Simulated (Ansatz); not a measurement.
The same path of H$_{3}$NOSn (6 atoms, charge 0, multiplicity 1) was run twice with different band settings. The coordinate that changes most is the dihedral H4–N1–Sn2–O3.

All numbers below come from Ansatz 0.2.0, RKS revPBE/def2-SVP.

Relaxed end points:

```xyz
6
Properties=species:S:1:pos:R:3
N -0.683 0.036 -0.843
Sn 0.713 -1.323 -0.126
O 1.321 -0.225 1.488
H -1.247 -0.134 -1.683
H -0.917 0.952 -0.444
H 0.854 0.630 1.562
```

```xyz
6
Properties=species:S:1:pos:R:3
N -0.663 0.048 -0.859
Sn 0.722 -1.317 -0.132
O 1.287 -0.246 1.515
H -0.915 0.953 -0.446
H -1.205 -0.109 -1.716
H 0.817 0.607 1.592
```

Common settings: spring 5.0 eV/Å²; optimiser quadratic models (default); start path IDPP; force threshold 0.05 eV/Å; iteration limit 60; end points relaxed.

| run | movable images | climbing image |
| --- | --- | --- |
| 1 | 5 | yes |
| 2 | 4 | no |

(1) What does each run give, and how far can it be trusted?

Answers

(1) Run 1: converged after 11 iterations, highest image 0.331 eV above the first end. A vibrational analysis at the climbing image gives one clearly imaginary mode, 286i cm⁻¹: a first-order saddle point.
Run 2: converged after 8 iterations, highest image 0.300 eV above the first end. No image climbed, so the highest image needn't sit at the top of the path.
